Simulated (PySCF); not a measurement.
methyl(silyloxy)silane (CH8OSi2), SMILES C[SiH2]O[SiH3].

The structure is a stationary point at PBE0-D3(BJ)/def2-SVP. Other conformers were not sampled.

Level of theory: PySCF with SMD-ωB97X/6-31G*.

Solvation free energies are E(SMD) − E(gas) at the gas-phase geometry, for 1 M in both phases. In vacuum the dipole moment is 0.55 D.

| solvent | ΔG(solv) (kcal/mol) | its non-electrostatic (CDS) part | dipole (D) |
|---|---|---|---|
| water | 2.5 | 4.1 | 0.69 |
| 2-propanol | -1.4 | 0.0 | 0.68 |
| acetone | -1.3 | -0.1 | 0.69 |
